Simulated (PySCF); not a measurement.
Ga(Cl)2(SeH) (Cl2GaHSe), SMILES [Cl][Ga]([Cl])[SeH]. Atoms are numbered in the order given.

```xyz
5

Ga     0.0018     0.4295     0.0000
Cl     1.8132     1.5564     0.0000
Cl    -1.8426     1.5082     0.0000
Se     0.0547    -1.8675     0.0000
H     -1.4166    -1.9192     0.0000
```

Geometry optimised at PBE0-D3(BJ)/def2-SVP. The structure was generated by enumeration; whether it is a known compound was not checked. Other conformers were not sampled.

Two levels are set side by side: PBE/pcSseg-1 (PySCF) and PBE0/pcSseg-1 (PySCF). GIAO shifts against HCl (³⁵Cl), Me2Se (⁷⁷Se), TMS (¹H) at the same level; non-relativistic, no solvent, atoms listed together averaged. Without spin–orbit terms, shifts of atoms bonded to Cl or Br come out too high at both levels. Differences are taken from unrounded values.

```tsv
quantity	PBE0
δ(⁷⁷Se) of Se4 (ppm)	-274.4
δ(¹H) of H5 (ppm)	1.82
```

Problem. What does PBE give, and how far is it from PBE0? (An estimate is asked for; the answer gives what the named calculation found.)

Solution. 
```
quantity                 PBE  PBE minus PBE0
--------------------  ------  --------------
δ(⁷⁷Se) of Se4 (ppm)  -267.6             6.8
δ(¹H) of H5 (ppm)       1.83            0.01
```

Rough cost on one machine, each run with all the roots and properties that it gave: PBE0 against PBE within a factor of 2.
